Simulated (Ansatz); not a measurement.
BH₅OSi₂, SMILES `[SiH3][SiH]1BO1`, charge 0, multiplicity 1.

(1) Give a relaxed structure at PBE0-D4/def2-TZVP (Ansatz 0.2.0). (Best estimate.)

Answers

(1) Computed: 
Z-matrix (Å, degrees):
```
Si
Si 1 2.331
H 1 1.488 2 108.5
H 1 1.486 2 109.2 3 119.1
H 1 1.488 2 111.6 3 -119.8
B 2 1.908 1 125.2 3 -123.3
O 2 1.769 1 112.1 3 -169.7
H 2 1.487 1 113.3 3 65.3
H 6 1.190 2 165.0 1 96.1
```
This is one stationary point; other conformers may exist.
